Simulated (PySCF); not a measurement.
CrH₂O₄, SMILES [O]=[Cr](=[O])([OH])[OH], multiplicity 1.

Geometry: B3LYP-D3(BJ)/def2-SVP. The geometry has at least one imaginary mode, so it is a saddle point at that level. The spin state was assumed, not searched. Other conformers were not sampled.

Two levels are set side by side: TDA-PBE/def2-SVPD (PySCF) and TDA-B3LYP/def2-SVPD (PySCF). Vertical, same geometry. The lowest singlet is HOMO−1→LUMO 100 % with PBE and HOMO−1→LUMO 99 % with the other functional; states are paired by order. Differences are taken from unrounded values.

```csv
quantity,TDA-B3LYP
lowest singlet excitation (eV),3.31
lowest triplet excitation (TDA) (eV),2.56
```

Problem. What does TDA-PBE give, and how far is it from TDA-B3LYP? (Estimate from the structure and the level; the computed values follow.)

Solution. 
| quantity | TDA-PBE | TDA-PBE minus TDA-B3LYP |
|---|---|---|
| lowest singlet excitation (eV) | 3.15 | -0.16 |
| lowest triplet excitation (TDA) (eV) | 2.49 | -0.07 |

Functionals without exact exchange tend to place singlet excitations lower, as here. Differences between two approximate levels are no errors against the true value.

Rough cost on one machine, each run with all the roots and properties that it gave: TDA-B3LYP against TDA-PBE about 2 times.
